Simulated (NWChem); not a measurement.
System meant: BiCl$_{2}$F; SMILES [F][Bi]([Cl])[Cl]

The following NWChem deck was run.

```
start job
memory heap 200 mb stack 900 mb global 1100 mb
geometry units angstroms noautoz
  Bi    -0.324833     0.172725     0.000000
  F     -1.148334    -1.707245     0.000000
  Cl     1.238520    -0.120665     1.901484
  Cl     1.238520    -0.120665    -1.901484
end
basis spherical
  * library def2-svp
end
ecp
  Bi library def2-ecp
end
dft
  xc pbe0
  iterations 4
  mulliken
end
task dft energy
```

End of the output:

```
    Atom       Charge   Shell Charges
 -----------   ------   -------------------------------------------------------
    1 Bi  23    22.27   1.48  0.49  1.15  0.76  4.07  1.66  1.32  0.94  9.36  1.06
    2 F    9     9.37   1.98  1.05  0.84  3.19  2.31  0.00
    3 Cl  17    17.18   2.00  1.96  1.07  0.85  5.82  2.24  3.23  0.01
    4 Cl  17    17.18   2.00  1.96  1.07  0.85  5.82  2.24  3.23  0.01

 center of mass
 --------------
 x =  -0.08324464 y =   0.06051994 z =   0.00000000

 moments of inertia (a.u.)
 ------------------
        1117.834156743373          -0.000000000000           0.000000000000
          -0.000000000000        1462.764537597193           0.000000000000
           0.000000000000           0.000000000000         774.571173983562

     Multipole analysis of the density
     ---------------------------------

     L   x y z        total         alpha         beta         nuclear
     -   - - -        -----         -----         ----         -------
     0   0 0 0      0.000000    -33.000000    -33.000000     66.000000

     1   1 0 0     -0.758834    -18.798358    -18.798358     36.837882
     1   0 1 0      1.585851     15.983706     15.983706    -30.381562
     1   0 0 1      0.000000      0.000000      0.000000      0.000000

     2   2 0 0    -45.280607   -143.522606   -143.522606    241.764605
     2   1 1 0     -2.635237    -12.288188    -12.288188     21.941138
     2   1 0 1     -0.000000     -0.000000     -0.000000      0.000000
     2   0 2 0    -43.908410    -63.463766    -63.463766     83.019122
     2   0 1 1      0.000000      0.000000      0.000000      0.000000
     2   0 0 2    -46.844320   -242.920856   -242.920856    438.997391

 ------------------------------------------------------------------------
 dft energy failed                                                                                  0
 ------------------------------------------------------------------------
 ------------------------------------------------------------------------
  current input line :
    20: task dft energy
 ------------------------------------------------------------------------
 ------------------------------------------------------------------------
 This type of error is most commonly associated with calculations not reaching convergence criteria
 ------------------------------------------------------------------------
 For more information see the NWChem manual at https://nwchemgit.github.io

0:dft energy failed:Received an Error in Communication
```

**Question.** Find the fault in this run and fix the input.

**Answer.** Convergence was not reached. Cause: the SCF was allowed too few iterations. This input runs:
```
start job
memory heap 200 mb stack 900 mb global 1100 mb
geometry units angstroms noautoz
  Bi    -0.324833     0.172725     0.000000
  F     -1.148334    -1.707245     0.000000
  Cl     1.238520    -0.120665     1.901484
  Cl     1.238520    -0.120665    -1.901484
end
basis spherical
  Bi library def2-svp
  F library def2-svp
  Cl library def2-svp
end
ecp
  Bi library def2-ecp
end
dft
  xc pbe0
  iterations 150
  mulliken
end
task dft energy
```
It converges to -1234.20958 Ha (PBE0/def2-SVP with def2 effective core potentials on Bi).
